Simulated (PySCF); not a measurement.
A spin–spin coupling run with PySCF 2.14.0 with density-fitted response routines (density fitting, non-relativistic, gas phase) on `C#CC#C[C@H]1CNBN1`, C6H7BN2:

```
$ OMP_NUM_THREADS=1 python probes_run.py task.json out

{"job": {"kind": "j", "xc": "B3LYP", "basis": "pcJ-1"}, "charge": 0, "multiplicity": 1}
C      4.445152     0.900213     1.117067
C      3.324689     0.721952     0.676699
C      2.061643     0.524441     0.179945
C      0.943258     0.338171    -0.267164
C     -0.402712     0.138114    -0.807664
C     -0.949368    -1.304405    -0.539576
N     -2.145751    -1.097010     0.243896
B     -2.408788     0.273514     0.451156
N     -1.392579     1.012411    -0.202954
H      5.435582     1.048514     1.505608
H     -0.336310     0.306531    -1.899970
H     -0.193083    -1.906040    -0.007391
H     -1.154144    -1.813296    -1.498188
H     -2.673025    -1.892286     0.567582
H     -3.334818     0.738033     1.065210
H     -1.236198     2.008066    -0.215550
```

Hardware: 1 thread of an Arm Neoverse V2, shared host. The job also computes field gradients.

Q: How large is the calculation?

A: 62 electrons, 313 basis functions and 1092 auxiliary functions.

Q: How long does it take, and how much memory does it need?

A: 87 s of wall time, with 15 SCF cycles; peak memory 1.4 GiB. Times on a shared host scatter by some tens of per cent.

Q: And these other runs on the same molecule and hardware: GIAO shielding at B97-2/pcSseg-1; GIAO shielding at PBE0/pcSseg-1?

A: B97-2/pcSseg-1: 188 functions, 25 s; PBE0/pcSseg-1: 188 functions, 28 s.
